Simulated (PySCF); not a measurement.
C3HF4, SMILES FC(C(F)(F)F)=[CH], multiplicity 2. Atoms are numbered in the order given.

```xyz
8

C      1.2327     1.6544     0.0000
C      0.1034     0.9697     0.0000
F     -1.1174     1.5317     0.0000
C      0.0175    -0.5509     0.0000
F     -0.6454    -0.9908    -1.0893
F     -0.6454    -0.9908     1.0893
F      1.2487    -1.0984     0.0000
H      2.3129     1.4947     0.0000
```
Charge 0, spin multiplicity 2.

Geometry optimised at PBE-D3(BJ)/def2-SVP. The isomer is the one that the SMILES or the coordinates give; other isomers of the formula were not compared.

Calculation: PBE-D3(BJ)/def2-SVP (PySCF).

Harmonic, unscaled wavenumbers; measured fundamentals usually lie a few per cent lower.

```tsv
mode	ν (cm⁻¹)	IR (km/mol)	moving atoms (share of kinetic energy)
1	58	0.8	F 66 %, C 27 %
2	213	2.9	F 76 %, C 18 %
3	228	1.0	F 77 %, C 22 %
4	341	6.1	F 48 %, C 29 %, H 23 %
5	399	3.6	F 84 %, C 11 %
6	485	2.7	F 77 %, C 23 %
7	549	1.0	F 68 %, H 17 %, C 15 %
8	606	3.6	F 48 %, C 42 %, H 10 %
9	629	45.4	H 79 %, C 18 %
10	652	0.6	C 62 %, F 32 %
11	697	57.1	H 37 %, C 32 %, F 31 %
12	793	5.4	F 73 %, C 25 %
13	1112	175.6	C 66 %, F 33 %
14	1158	276.9	C 76 %, F 24 %
15	1193	274.8	C 78 %, F 22 %
16	1287	193.3	C 87 %, F 13 %
17	1686	37.9	C 95 %
18	3266	29.4	H 90 %, C 10 %
```
